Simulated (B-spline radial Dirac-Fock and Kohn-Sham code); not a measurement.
**Dipole and non-dipole photoemission parameters of V 3d3/2**

System: the free vanadium atom, configuration [Ar] 3d3 4s2; threshold 8.86 eV (orbital energy of the model). Model: Dirac-Hartree-Slater photoionisation with a Latter tail; cross sections with all multipoles, angular parameters from the dipole term and its interference with E2. Program: a radial finite-basis atomic code.

For linearly polarised light dσ/dΩ = σ/(4π) [1 + β P₂(cos θ) + (δ + γ cos²θ) sin θ cos φ], with θ from the polarisation vector and φ the angle between the beam and the projection of the electron momentum on the plane normal to the polarisation.

```
hν (eV)    σ (kb)      β      γ      δ
     60      1560  0.706  0.012  0.013
   79.9      1010  0.878  0.021  0.015
    100       655  1.000  0.032  0.017
    220      94.3  1.250  0.120  0.028
    335      27.6  1.252  0.204  0.036
    400      15.9  1.226  0.245  0.041
    469      9.58  1.191  0.283  0.046
    498      7.88  1.175  0.298  0.048
    517      6.97  1.165  0.307  0.049
    576      4.88  1.132  0.334  0.053
    587      4.58  1.126  0.339  0.054
    600      4.26  1.118  0.344  0.055
    785      1.70  1.022  0.410  0.069
    838      1.36  0.996  0.426  0.073
    970     0.808  0.939  0.462  0.083
   1000     0.725  0.927  0.469  0.086
   1390     0.217  0.798  0.550  0.116
 1486.9     0.169  0.773  0.567  0.123
   2100    0.0445  0.648  0.653  0.168
   2430    0.0249  0.597  0.688  0.190
   2970    0.0110  0.531  0.731  0.226
   3260   0.00749  0.501  0.749  0.244
   3420   0.00613  0.486  0.757  0.254
   3990   0.00321  0.440  0.780  0.287
 5414.7  0.000870  0.359  0.807  0.365
 8047.8         ?      ?      ?      ?
   8430  0.000127  0.286  0.835  0.501
  12000  2.63e-05  0.234  0.881  0.637
  12100  2.54e-05  0.232  0.882  0.641
```

Task: Give the values at Cu Kα (8047.8 eV).

Result: σ = 0.000155 kb, β = 0.292, γ = 0.831, δ = 0.485.

Values without a named source are computed, but for edge energies of neutral atoms, which are taken from tables.
